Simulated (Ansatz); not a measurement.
```yaml
crystal:
  periodic: [false, false, false]
  atoms:
    - {symbol: B, position_ang: [-0.183260, 0.728761, -0.088335]}
    - {symbol: As, position_ang: [-1.028253, -0.749798, -0.812206]}
    - {symbol: As, position_ang: [1.211513, 0.021037, 0.900541]}
basis:
  gaussian: {orbitals: "6-31G*"}
total_charge: 1
hamiltonian: {xc: {name: B2PLYP}}
scf: {omitted_lower_state_checks: [starts]}
output: {forces: true}
```

```sh
$ ansatz run in.yaml --threads 4 --pin off --events-out ev --progress --plain --max-ram 3916MiB
```

Shortened log:

```
Functional definition: B2PLYP
801 factors; integrals over basis functions are off by at most 8.6e-4 eV
mean field evaluation 1: about -122304.9122 eV, gradient 2.7e1 eV
mean field evaluation 2: about -122304.9441 eV, gradient 2.7e1 eV
mean field evaluation 4: about -122307.0576 eV, gradient 4.5e0 eV
mean field evaluation 8: about -122307.1208 eV, gradient 6.0e-2 eV
mean field evaluation 16: about -122307.1208 eV, gradient 3.3e-5 eV
mean field -122307.12079031 eV, -4494.7037863000 hartree, gradient 7.4e-6 eV, S^2 0.000000; 0 other end points of the search recorded, 0 dependent functions left out; unrestricted orbitals would lower it
19 core orbitals not correlated: weight in the atoms' cores, before any rotation towards them, 1.000 or more for the frozen orbitals, at most 0.000 for the correlated occupied ones
reference -122307.12092154 eV, -4494.7037911224 hartree; 16, 16 occupied and 50, 50 virtual orbitals, 801 factors
second order -20.67016471 eV of doubles, -0.00000000 eV of singles
Total energy: -122312.70186601 eV, -4494.9088870488 hartree
Atom 0 at    -0.183260     0.728761    -0.088335 Å, force    -0.082978     0.329975    -0.039997 eV/Å
Atom 1 at    -1.028253    -0.749798    -0.812206 Å, force     0.397810    -0.042357     0.292477 eV/Å
Atom 2 at     1.211513     0.021037     0.900541 Å, force    -0.314832    -0.287618    -0.252480 eV/Å
Dipole moment:    -0.031531     0.125387    -0.015198 e Å
Checks for a lower state left out: starts
```

Run time 2.7 s (4 threads of Arm Neoverse V1 on a shared host).

The 6-31G sets use Cartesian d functions. Correlated methods freeze 19 core orbitals; core or outer-core shells of As are correlated, in sets that lack core-valence functions. The restricted singlet is unstable: a solution with broken spin symmetry lies lower.

The dipole of an ion depends on the origin.
